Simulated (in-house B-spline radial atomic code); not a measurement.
## Ionising Ga XXVIII (Ga27+) with different functionals

Computed with a B-spline radial code for spherical atoms: non-relativistic Hamiltonian, point nucleus, spin-polarised at highest spin, spherical fractional occupations for the functionals. The ionisation energy is the difference of two self-consistent energies, [He] 2s2 → [He] 2s1, without Breit or QED terms; ε is the level of the shell that loses the electron (its least bound occupied spin orbital). There is no spin-orbit coupling in this Hamiltonian.

```
           method                    rung  ΔSCF (eV)  -ε(2s) (eV)
LDA exchange-only                     LDA     2813.8       2768.8
             BLYP                     GGA     2821.8       2776.3
              PBE                     GGA     2822.4       2775.9
             TPSS                meta-GGA     2822.1       2778.1
            TPSSh           global hybrid     2821.9       2782.3
            B3LYP           global hybrid     2821.5       2785.0
            wB97X  range-separated hybrid     2816.7       2787.9
```

**Question.** Among the functionals, which spreads more, the ΔSCF values or the orbital energies?

**Answer.** The orbital energies: ΔSCF values span about 8.5 eV and the orbital energies 19.2 eV.

**Question.** How do they compare with the NIST value?

**Answer.** NIST lists 2868 eV ± 3 (semi-empirical, ground level to ground level). Errors run from -54.2 to -45.6 eV. The correlated functionals all miss on the same side by more than they spread, so the cause is common to them (relativity, Breit-QED terms, the near-degeneracy of s² and p², or a listed next ion that isn't the cheapest removal here) and closeness doesn't rank the functionals.
